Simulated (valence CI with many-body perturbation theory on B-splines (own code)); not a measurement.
Questions on Os⁴²⁺

Computed by configuration interaction combined with many-body perturbation theory (CI+MBPT): six valence electrons over a frozen Dirac-Fock core [Ar] 3d10, a basis of 9 s, 9 p, 8 d, 6 f, 3 g, 1 h functions for each j, with the one-electron correlation potential Σ1 (screened to all orders), the two-electron term Σ2, the three-electron term Σ3, Breit, model QED; selected single and double excitations, second order for the rest, scaled by the run's own slope (own B-spline code, finite nucleus).

No measured spectrum was set against this ion. As an estimate, large intervals hold to a few tenths of a per cent, small ones and those within an open d or f shell to about a per cent. Among the levels kept, up to 650 cm⁻¹ of a level comes from second order outside the variational space, and about a tenth of that is noise between levels of different J, which matters for small intervals.

Levels are named by their leading jj configuration (3d3/2^4 stands for four electrons in 3d with j = 3/2), which in mixed levels can hold well under half, so a name can repeat and another be missing.

Rates and lifetimes use the calculated energies. Strong lines usually hold to 10 to 20 %, long lifetimes can be off by a factor of two.

**Question.** What is the ground level?

**Answer.** (4s^2 4p1/2^2 4p3/2^2) J=2, composition 69 % 4s2.4p4 3P + 30 % 4s2.4p4 1D, g = 1.343.

**Question.** Among levels below 2632900 cm⁻¹, which E1 lines absorb most strongly from the ground level?

**Answer.** to (4s^2 4p1/2 4p3/2^2 4d3/2) J=2 at 4.328 nm, f = 0.572; to (4s^2 4p1/2 4p3/2^2 4d3/2) J=3 at 4.318 nm, f = 0.474; to (4s^2 4p1/2^2 4p3/2 4d5/2) J=3 at 6.220 nm, f = 0.411.

**Question.** What is the ionisation energy?

**Answer.** 2114.1 eV; NIST lists 2112 ± 4 eV (theoretical).

**Question.** What are the static dipole polarisabilities of the lowest levels?

**Answer.** (4s^2 4p1/2^2 4p3/2^2) J=2 0.0345 (tensor 0.00019); (4s^2 4p1/2^2 4p3/2^2) J=0 0.0344 bohr³, of which the core gives 0.00183.

**Question.** Where does the other parity begin?

**Answer.** At (4s^2 4p1/2^2 4p3/2 4d3/2) J=2, 1294200 cm⁻¹.
